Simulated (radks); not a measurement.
The strontium ion Sr+, 37 electrons, occupied as [Kr] 4d0.5 5s0.5 (fractional occupations, a model configuration). Method: Dirac Kohn-Sham, BLYP, spin-unpolarised, spherical densities, point nucleus; open shells are shared between the two j in proportion to 2j + 1; computed with a radial shooting solver on a logarithmic mesh with Libxc functionals.

Unscreened Slater integrals over Kohn-Sham orbitals (hartree). Large and small components are both included.

integral,value
"F0(4d5/2,4d5/2)",0.30959
"F2(4d5/2,4d5/2)",0.14779
"F4(4d5/2,4d5/2)",0.093556
"F0(4d5/2,4d3/2)",0.31097
"F2(4d5/2,4d3/2)",0.14843
"G2(4d5/2,4d3/2)",0.14842
"G4(4d5/2,4d3/2)",0.093954
"F0(4d5/2,5s1/2)",0.25461
"G2(4d5/2,5s1/2)",0.089115
"F0(4d5/2,4p3/2)",0.38811
"F2(4d5/2,4p3/2)",0.16172
"G1(4d5/2,4p3/2)",0.18429
"G3(4d5/2,4p3/2)",0.10963
"F0(4d3/2,4d3/2)",0.31237
"F2(4d3/2,4d3/2)",0.14910
"F0(4d3/2,5s1/2)",0.25528
"G2(4d3/2,5s1/2)",0.088325
"F0(4d3/2,4p3/2)",0.39082
"F2(4d3/2,4p3/2)",0.16382
"G1(4d3/2,4p3/2)",0.18760
"G3(4d3/2,4p3/2)",0.11160
"F0(5s1/2,5s1/2)",0.22876
"F0(5s1/2,4p3/2)",0.28676
"G1(5s1/2,4p3/2)",0.022668
"F0(4p3/2,4p3/2)",0.57043
"F2(4p3/2,4p3/2)",0.29796
